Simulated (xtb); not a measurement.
W(NH)(F)(Cl)3 (Cl3FHNW), SMILES [NH]=[W]([F])([Cl])([Cl])[Cl], multiplicity 1. All values are semi-empirical tight-binding results from xtb (GFN2-xTB unless named), good for trends rather than for accurate numbers. Geometry optimised at GFN2-xTB. The spin state was assumed, not searched. The structure was generated by enumeration; whether it is a known compound was not checked.

Optimised geometry:

Bonded distances (Å): W1–N2 1.763, W1–F4 1.918, W1–Cl5 2.231, W1–Cl6 2.231, W1–Cl7 2.219, N2–H3 1.014. Angles (°): N2–W1–F4 92.4, N2–W1–Cl5 94.5, N2–W1–Cl6 94.5, N2–W1–Cl7 175.0, F4–W1–Cl5 123.0, F4–W1–Cl6 123.0, F4–W1–Cl7 82.7, Cl5–W1–Cl6 112.8, Cl5–W1–Cl7 88.3, Cl6–W1–Cl7 88.3, W1–N2–H3 177.2.
Charge 0, spin multiplicity 1.

For metal compounds this method's bond lengths and energies can be far off.

```
Quantity                                        Value
-------------------------------------  --------------
point group as xtb finds it                        Cs
orbital gap                                   2.64 eV
zero-point energy                       11.7 kcal/mol
G − E(el) at 298.15 K (modified RRHO)  -11.2 kcal/mol
```

Computed atomic charges and the Wiberg bond orders between heavy atoms:
charges (e) W1 0.93, N2 -0.46, H3 0.22, F4 -0.29, Cl5 -0.04, Cl6 -0.04, Cl7 -0.32. Bond orders W1–N2 2.24, W1–F4 1.01, W1–Cl5 1.36, W1–Cl6 1.36, W1–Cl7 1.01.
